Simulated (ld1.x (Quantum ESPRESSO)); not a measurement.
# Lu, ultrasoft: configuration errors across variants

```json
{"Element": "lutetium", "Generator": "ld1.x (Quantum ESPRESSO) 7.5", "Type": "ultrasoft", "Functional": "LDA (PZ)", "Relativity": "scalar-relativistic", "Frozen core": "[Kr] 4d10", "Valence charge": "25", "Reference configuration": "4f14 5s2 5p6 5d2 6s1 6p0", "Partial waves": "5s (bound): rcut 1.50, rcutus 1.60 bohr; 6s (bound): rcut 1.50, rcutus 1.60 bohr; 5p (bound): rcut 1.95, rcutus 2.45 bohr; 6p (bound, empty): rcut 1.95, rcutus 2.45 bohr; 5d (bound): rcut 2.35, rcutus 2.70 bohr; 5d channel at 0.25 Ry: rcut 2.35, rcutus 2.70 bohr; 4f (bound): rcut 0.80, rcutus 0.85 bohr; 4f channel at 4.65 Ry: rcut 0.80, rcutus 0.85 bohr", "Local potential": "all-electron potential smoothed inside 2.45 bohr (lloc = -2)", "Core correction": "none", "Augmentation charge": "built from norm-conserving waves at rcut, not smoothed further"}
```

All-electron excitation energies from the reference (eV): (1) 4f14 5s2 5p6 5d1 6s2 6p0 -3.003; (2) 4f14 5s2 5p6 5d1 6s1 6p0 4.578; (3) 4f14 5s2 5p6 5d1 6s0 6p0 18.150; (4) 4f14 5s2 5p6 5d1 6s0 6p2 4.270; (5) 4f14 5s2 5p6 5d1 6s1 6p1 0.515; (6) 4f14 5s2 5p6 5d1.5 6s1.5 6p0 -1.528; (7) 4f14 5s2 5p6 5d2 6s1 6p0 spin -0.926; (8) 4f14 5s2 5p6 5d1 6s2 6p0 spin -3.104.

Spin tests fill each open shell by Hund’s rule, majority spin first.

The overlap operator is not positive definite (basis up to 400 Ry) in “all radii scaled by about 0.78 (s 1.26, p 1.92, d 2.12, f 0.66 bohr, rcut 1.18/1.54/1.84/0.62); local potential all-electron potential smoothed inside 1.92 bohr (lloc = -2)”. Such files are unfit for use, however small their errors in these radial tests.

Tests that are not counted but printed errors over 1 eV. “base”: 4f13 5s2 5p6 5d2 6s1 6p0 (solver errors, printed error -7127 eV).

4 further variants failed, have other tests or too few solved ones, and are left out.

The file “base” misses its own reference levels by 0.9 eV.

Errors AE − PS in meV (a dash: test not solved or not reliable):

| change | (1) | (2) | (3) | (4) | (5) | (6) | (7) | (8) | bound ghosts |
| --- | --- | --- | --- | --- | --- | --- | --- | --- | --- |
| base | -1385 | -469 | +1167 | -59 | -769 | -655 | -27 | -1374 | not determined |
| all radii scaled by about 0.78 (s 1.26, p 1.92, d 2.12, f 0.66 bohr, rcut 1.18/1.54/1.84/0.62); local potential all-electron potential smoothed inside 1.92 bohr (lloc = -2) | +1.9 | -0.5 | -5.5 | +46 | +16 | +1.2 | +3.3 | +2.6 | not determined (overlap not positive) |
| all radii scaled by about 0.85 (s 1.36, p 2.08, d 2.30, f 0.72 bohr, rcut 1.28/1.66/2.00/0.68); local potential all-electron potential smoothed inside 2.08 bohr (lloc = -2) | -159 | -34 | +144 | -857 | -438 | -77 | -7.6 | -158 | not determined |

(1) Give the same row for: all radii scaled by about 0.95 (s 1.52, p 2.32, d 2.56, f 0.80 bohr, rcut 1.42/1.84/2.22/0.76); local potential all-electron potential smoothed inside 2.32 bohr (lloc = -2).

Results:

(1) -1598, -563, +1338, +193, -777, -756, –, –; bound ghosts: not determined.
